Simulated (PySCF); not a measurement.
Predicted microwave data (PBE0/def2-SVPD in PySCF (dipole) on a GFN2-xTB geometry, gas phase) for one isomer of C5H9OPSi:

- Rotational constants: A = 2899, B = 654.7, C = 575.8 MHz
- Dipole components: |μa| = 0.95 D, |μb| = 1.31 D, |μc| = 0.08 D
- Inertial defect: -68.54 u·Å²
- κ: -0.93

Question: Which candidate fits, each taken in the one conformer that was computed?
A. `[CH:1]#[C:2][C@@H:3]1[CH2:4][CH2:5][O:6][Si@H:7]1[PH2:8]` with O6–Si7–P8–H -169° and -76°, C2–C3–C4–C5 -84°, C3–C4–C5–O6 -44°, C4–C5–O6–Si7 34°, C5–O6–Si7–P8 -127°
B. `[CH3:1][c:2]1[cH:3][o:4][c:5]([SiH2:6][PH2:7])[cH:8]1` with O4–C5–Si6–P7 173°, C5–Si6–P7–H -82° and -175°
C. `[CH:1]#[C:2][C@@H:3]1[CH2:4][CH2:5][O:6][Si@@H:7]1[PH2:8]` with O6–Si7–P8–H -178° and 89°, C2–C3–C4–C5 -155°, C3–C4–C5–O6 43°, C4–C5–O6–Si7 -31°, C5–O6–Si7–P8 125°
D. `[CH3:1][c:2]1[cH:3][cH:4][o:5][c:6]1[SiH2:7][PH2:8]` with O5–C6–Si7–P8 144°, C6–Si7–P8–H -160° and -67°
E. `[CH2:1]=[CH:2][O:3][Si@@H:4]([PH2:5])[C:6]#[C:7][CH3:8]` with C1–C2–O3–Si4 -172°, C2–O3–Si4–P5 -171°, O3–Si4–P5–H 178° and -90°
F. `[CH3:1][C:2]#[C:3][C@@H:4]1[CH2:5][O:6][Si@H:7]1[PH2:8]` with O6–Si7–P8–H -172° and -79°

Answer: F. It is CC#C[C@@H]1CO[Si@H]1P, a near-prolate asymmetric top, point group C1. The candidates at the same level (rigid rotor, commonest isotopes):

```tsv
SMILES	A (MHz)	B (MHz)	C (MHz)	μa (D)	μb (D)	μc (D)	Δ (u·Å²)	point group	rotor
C#C[C@@H]1CCO[Si@@H]1P	1576	1487	873.7	0.75	0.61	0.68	-82.15	C1	asymmetric top
Cc1ccoc1[SiH2]P	2600	916.2	724.1	0.75	0.47	0.28	-48.08	C1	asymmetric top
C=CO[Si@@H](P)C#CC	1316	909.5	573.8	2.37	0.74	0.64	-58.76	C1	asymmetric top
C#C[C@@H]1CCO[Si@H]1P	2304	999.4	829.4	0.43	0.25	0.49	-115.76	C1	asymmetric top
CC#C[C@@H]1CO[Si@H]1P	2899	654.7	575.8	0.95	1.31	0.08	-68.54	C1	near-prolate asymmetric top
Cc1coc([SiH2]P)c1	3059	739.2	605.3	0.87	0.47	0.42	-14.01	C1	asymmetric top
```

`Cc1coc([SiH2]P)c1` has B 13 % too high; `C#C[C@@H]1CCO[Si@H]1P` has B 53 % too high; `C#C[C@@H]1CCO[Si@@H]1P` has B 127 % too high; `C=CO[Si@@H](P)C#CC` has A 55 % too low; `Cc1ccoc1[SiH2]P` has B 40 % too high. No structure here is proved a minimum.
